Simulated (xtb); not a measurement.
chlorotrifluoromethane (CClF3), SMILES FC(F)(Cl)F. All values are semi-empirical tight-binding results from xtb (GFN2-xTB unless named), good for trends rather than for accurate numbers. Geometry: GFN2-xTB.

Optimised geometry:

Bonded distances (Å): F1–C2 1.323, C2–F3 1.323, C2–F4 1.323, C2–Cl5 1.775. Angles (°): F1–C2–F3 108.2, F1–C2–F4 108.2, F1–C2–Cl5 110.7, F3–C2–F4 108.2, F3–C2–Cl5 110.7, F4–C2–Cl5 110.7.
Charge 0, spin multiplicity 1.

Problem. Estimate the properties. (Estimate from the structure and the level; the computed values follow.)

Solution. 
```json
{
 "point_group_as_xtb_finds_it": "C3v",
 "orbital_gap": "7.16 eV",
 "dipole_moment": "1.07 D",
 "zero_point_energy": "8.4 kcal/mol",
 "G − E(el) at 298.15 K (modified RRHO)": "-8.8 kcal/mol",
 "static polarisability (D4 model)": "33.8 bohr³",
 "solvation energy, GFN2-xTB/ALPB(water)": "1.7 kcal/mol",
 "solvation energy, GFN2-xTB/ALPB(ch2cl2)": "-0.4 kcal/mol"
}
```

Computed atomic charges and the Wiberg bond orders between heavy atoms:
charges (e) F1 -0.16, C2 0.55, F3 -0.16, F4 -0.16, Cl5 -0.08. Bond orders F1–C2 0.99, C2–F3 0.99, C2–F4 0.99, C2–Cl5 0.93.
